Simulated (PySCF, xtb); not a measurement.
Sb(F)2(Et) (C2H5F2Sb), SMILES C[CH2][Sb]([F])[F]. Other conformers were not sampled.

Harmonic wavenumbers (cm⁻¹) from GFN2-xTB in xtb 6.7.1 at its own minimum, in rising order: 39, 122, 148, 162, 229, 269, 390, 403, 473, 704, 951, 995, 1073, 1211, 1218, 1407, 1442, 1482, 1484, 2990, 2995, 3012, 3044, 3046.

Q: What does PBE0-D3(BJ)/def2-SVP (PySCF 2.14.0) give at its own minimum? (Estimate from the structure and the level; the computed values follow.)

A: 61, 151, 156, 202, 240, 301, 503, 625, 634, 681, 946, 963, 1062, 1219, 1239, 1385, 1426, 1465, 1481, 3058, 3062, 3122, 3153, 3172. Paired by order, the mean absolute difference is 53 cm⁻¹ and the zero-point energies are 41.9 and 43.3 kcal/mol.
